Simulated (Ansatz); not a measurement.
Te2As⁺ (the lowest singlet isomer of a short search) was relaxed with PBE0-D4 (def2-TZVP) in Ansatz in these states: charge +1 quintet, charge +1 singlet, charge +1 triplet. The geometries follow in no particular order.

In the def2 sets Te takes a core potential; there is no spin–orbit coupling.

A:

```csv
atom,x (Å),y (Å),z (Å)
As1,0.3018,0.1997,1.0980
Te2,0.7643,1.3996,-1.0732
Te3,-1.0661,-1.5992,-0.0247
```

B:

Cartesian coordinates in Å:
```
As 1.299 0.469 0.516
Te -1.252 0.784 0.334
Te -0.047 -1.253 -0.850
```

C:

Cartesian coordinates in Å:
```
As 0.057 -1.262 -0.444
Te -1.217 0.325 0.937
Te 1.160 0.937 -0.494
```

Problem. Judge from the bond lengths which geometry belongs to which state (an estimate).

Solution. A is the charge +1 quintet (Te2–Te3 3.666 Å, As1–Te3 2.523 Å, As1–Te2 2.523 Å); B is the charge +1 triplet (Te2–Te3 2.647 Å, As1–Te3 2.578 Å, As1–Te2 2.578 Å); C is the charge +1 singlet (Te2–Te3 2.841 Å, As1–Te3 2.460 Å, As1–Te2 2.460 Å).

At PBE0-D4/def2-TZVP a triplet lies 1.75 eV below the charge +1 quintet. These are the stationary points nearest to one start from a short search; other shapes may lie lower in each state.
